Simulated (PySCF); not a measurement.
A structure optimised at PBE0-D3(BJ)/def2-SVP, used in a PySCF frequency run:

```xyz
5

Nb    -0.2125     0.0489     0.0000
S      0.7230     1.9523     0.0000
F     -2.0388     0.3124     0.0000
Cl     0.4556    -1.0604    -1.8697
Cl     0.4556    -1.0604     1.8697
```
Charge 0, spin multiplicity 1.

Problem. Write its SMILES, formula and point group.

Solution. [F][Nb](=[S])([Cl])[Cl], Cl2FNbS, Cs

Problem. What are its rotational constants (standard atomic weights)?

Solution. 1.5864, 1.3945, 1.1184 GHz
